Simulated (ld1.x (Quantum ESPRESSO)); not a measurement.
**Transferability test, PAW potential for indium (In)**

| Property | Result |
| --- | --- |
| Element | In (Z = 49) |
| Generator | ld1.x (Quantum ESPRESSO) 7.5 |
| Type | PAW |
| Functional | PBE |
| Relativity | scalar-relativistic |
| Frozen core | [Kr] |
| Valence charge | 13 |
| Reference configuration | 4d10 5s2 5p1 |
| Partial waves | 5s (bound): rcut 1.75, rcutus 2.45 bohr; 5s channel at 0.05 Ry: rcut 1.75, rcutus 2.45 bohr; 5p (bound): rcut 2.35, rcutus 2.55 bohr; 5p channel at 0.4 Ry: rcut 2.35, rcutus 2.55 bohr; 4d (bound): rcut 1.15, rcutus 1.50 bohr; 4d channel at -1.05 Ry: rcut 1.15, rcutus 1.50 bohr |
| Local potential | all-electron potential smoothed inside 1.85 bohr (lloc = -2) |
| Core correction | a·sin(br)/r model core, default radius (ld1.x builds one for every PAW set, though the input has nlcc=.false.) |
| Augmentation charge | BESSEL, radius 1.15 bohr |

Energies are relative to the spin-unpolarised reference configuration 4d10 5s2 5p1; without spin polarisation the order of configurations can differ from experiment.

Question: Give the all-electron excitation energy and the error of the potential for: 4d10 5s2 5p0; 4d10 5s1 5p0; 4d10 5s0 5p0; 4d10 5s1 5p1; 4d9 5s0 5p0; 4d10 5s1 5p2; 4d10 5s2 5p0.5.

Answer:

```json
{"valence configuration": "4d10 5s2 5p0", "charge": "+1", "ΔE all-electron (eV)": "5.363", "error AE − PS (meV)": "-0.2"}
{"valence configuration": "4d10 5s1 5p0", "charge": "+2", "ΔE all-electron (eV)": "24.598", "error AE − PS (meV)": "+13"}
{"valence configuration": "4d10 5s0 5p0", "charge": "+3", "ΔE all-electron (eV)": "52.918", "error AE − PS (meV)": "+65"}
{"valence configuration": "4d10 5s1 5p1", "charge": "+1", "ΔE all-electron (eV)": "11.956", "error AE − PS (meV)": "+3.0"}
{"valence configuration": "4d9 5s0 5p0", "charge": "+4", "ΔE all-electron (eV)": "109.307", "error AE − PS (meV)": "-303"}
{"valence configuration": "4d10 5s1 5p2", "charge": "0", "ΔE all-electron (eV)": "5.841", "error AE − PS (meV)": "+1.4"}
{"valence configuration": "4d10 5s2 5p0.5", "charge": "+0.5", "ΔE all-electron (eV)": "1.940", "error AE − PS (meV)": "-0.2"}
```
